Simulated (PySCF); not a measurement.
C6H14O.
Atom-mapped SMILES: `[CH3:1][CH2:2][O:3][C:4]([CH3:5])([CH3:6])[CH3:7]` (hydrogens: H8, H9, H10 on C1; H11, H12 on C2; H13, H14, H15 on C5; H16, H17, H18 on C6; H19, H20, H21 on C7)

The same species was optimised twice, with GFN2-xTB and with PBE0-D3(BJ)/def2-SVP (PySCF), and the same property calculations (PySCF, gas phase) were run on both structures.

| coordinate | GFN2-xTB | PBE0-D3(BJ)/def2-SVP | change |
| --- | --- | --- | --- |
| C1–C2 (Å) | 1.522 | 1.511 | -0.011 |
| C2–O3 (Å) | 1.410 | 1.400 | -0.010 |
| C4–C5 (Å) | 1.532 | 1.523 | -0.009 |
| C4–C6 (Å) | 1.535 | 1.529 | -0.006 |
| C4–C7 (Å) | 1.535 | 1.529 | -0.006 |
| O3–C4 (Å) | 1.426 | 1.423 | -0.003 |
| O3–C4–C6 (°) | 112.0 | 111.0 | -1.0 |
| C6–C4–C7 (°) | 109.8 | 110.7 | +0.9 |
| O3–C4–C7 (°) | 112.0 | 111.1 | -0.9 |
| C2–O3–C4 (°) | 118.3 | 118.9 | +0.6 |
| C5–C4–C6 (°) | 109.5 | 110.0 | +0.5 |
| C5–C4–C7 (°) | 109.7 | 110.0 | +0.3 |
| C1–C2–O3 (°) | 107.6 | 107.9 | +0.3 |
| O3–C4–C5 (°) | 103.7 | 103.7 | 0.0 |
| C1–C2–O3–C4 (°) | 180 | 179 | -1 |
| C2–O3–C4–C5 (°) | 180 | 179 | -1 |

Rotational constants: A = 4113, B = 1561, C = 1532 MHz (GFN2-xTB) against A = 4107, B = 1573, C = 1548 MHz (PBE0-D3(BJ)/def2-SVP).

On the GFN2-xTB structure: HOMO (eV) -7.17 [PBE0/pcSseg-1]; LUMO (eV) 1.42 [PBE0/pcSseg-1]; dipole (D) 1.21 [PBE0/pcSseg-1]; GIAO shielding of C1 (ppm) 168.3 [PBE0/pcSseg-1]; GIAO shielding of C2 (ppm) 126.4 [PBE0/pcSseg-1]; GIAO shielding of O3 (ppm) 245.9 [PBE0/pcSseg-1]; GIAO shielding of C4 (ppm) 112.4 [PBE0/pcSseg-1]; GIAO shielding of C5/C6/C7 (mean) (ppm) 157.4 [PBE0/pcSseg-1].

Q: What do these properties become on the PBE0-D3(BJ)/def2-SVP structure?

A: 
```tsv
property	level	on GFN2-xTB	on PBE0-D3(BJ)/def2-SVP	change
HOMO (eV)	PBE0/pcSseg-1	-7.17	-7.17	0.00
LUMO (eV)	PBE0/pcSseg-1	1.42	1.38	-0.04
dipole (D)	PBE0/pcSseg-1	1.21	1.19	-0.02
energy, GFN2-xTB geometry as zero (kcal/mol)	PBE0/pcSseg-1	0.0	-0.5	-0.5
GIAO shielding of C1 (ppm)	PBE0/pcSseg-1	168.3	166.3	-2.0
GIAO shielding of C2 (ppm)	PBE0/pcSseg-1	126.4	127.2	+0.8
GIAO shielding of O3 (ppm)	PBE0/pcSseg-1	245.9	248.2	+2.3
GIAO shielding of C4 (ppm)	PBE0/pcSseg-1	112.4	113.7	+1.3
GIAO shielding of C5/C6/C7 (mean) (ppm)	PBE0/pcSseg-1	157.4	156.0	-1.4
```

The heavy atoms differ by 0.017 Å rms after alignment. Among bonds between heavy atoms C1–C2 and C2–O3 change most and about equally (-0.011 to -0.010 Å). Changes are differences of the printed values. Neither structure is proved a minimum here.

Shape of the structure used: `[CH3:1][CH2:2][O:3][C:4]([CH3:5])([CH3:6])[CH3:7]`: C1–C2–O3–C4 179°, C2–O3–C4–C5 179°.
